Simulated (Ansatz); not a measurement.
Reaction (cleavage of the Si–B bond): `COB(F)[SiH2]F` + `BN` → `BN[SiH2]F` + `COBF`

Calculated with Ansatz (gas phase, PBE0-D4/def2-TZVP geometries, no zero-point term in ΔE). CCSD(T)/CBS adds triple-zeta CCSD(T) − MP2 to the extrapolated MP2 energy (def2 sets, frozen cores). This one scheme is used for every species. Functionals use def2-TZVPP. B3LYP here is the variant with VWN-RPA as its local correlation; programs differ in this. One conformer a species, not always the lowest.

CCSD(T)/CBS gives -90.9 kJ/mol.

(1) Another level gave -90.1 kJ/mol. Which?
A. PBE0/def2-TZVPP
B. B3LYP/def2-TZVPP
C. CCSD(T)/def2-TZVPP
D. MP2/def2-TZVPP

Largest T1 diagnostic among the species: 0.013.

Answers

(1) C. CCSD(T)/def2-TZVPP -90.1, B3LYP -84.4, MP2/def2-TZVPP -98.2, PBE0 -77.5 kJ/mol.

From PBE to PBE0 (25 % exact exchange), in def2-TZVPP and without D4, ΔE moves by −9.0 kJ/mol. In def2-TZVPP, CCSD(T) changes the Hartree–Fock value by +17.2 kJ/mol (the triples alone add +2.4 kJ/mol) and MP2 by +9.1 kJ/mol.
